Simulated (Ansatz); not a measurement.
Z-matrix (Å, degrees):
```
B
O 1 1.3478
H 2 0.9584 1 113.08
O 1 1.3478 2 120.47 3 -180.00
H 4 0.9584 1 113.08 2 180.00
```
Charge 0, spin multiplicity 2.

Calculation: Ansatz (a program for electronic structure) with frozen-core CCSD(T)/cc-pVTZ // PBE0-D3(BJ)/def2-TZVP.

```json
{
 "HF energy": "-175.69348 Ha",
 "MP2 correlation energy": "-0.55621 Ha"
}
```

### Question
Estimate the CCSD correlation energy, the (T) correction, the total energy and the T1 diagnostic.

### Answer

| Item | Value |
|---|---|
| CCSD correlation energy | -0.56472 Ha |
| (T) correction | -0.02062 Ha |
| CCSD(T) total energy | -176.27883 Ha |
| T1 diagnostic | 0.015 |
